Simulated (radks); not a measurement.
Question: Species: Ru3+. Configuration: [Kr] 4d5. All-electron calculation, Dirac Kohn-Sham, PBE, spin-unpolarised, spherical densities, point nucleus; open shells fill j = l - 1/2 first. Program: a radial shooting solver on a logarithmic mesh with Libxc functionals.

Spin-orbit splittings of the eigenvalues, e(l+1/2) - e(l-1/2), with zeta = 2 splitting/(2l+1) and mean radii in bohr:

shell  occ.  splitting (eV)  zeta (eV)  <r> j=l-1/2  <r> j=l+1/2
2p        6           130.9      87.28       0.1236       0.1284
3p        6           22.22      14.81       0.3956       0.4062
3d       10           4.330      1.732       0.3820       0.3855
4p        6               ?          ?        1.090        1.118
4d        5          0.4141     0.1657        1.433        1.445

Estimate the 4p splitting.

Answer: 3.487 eV (zeta = 2.325 eV).
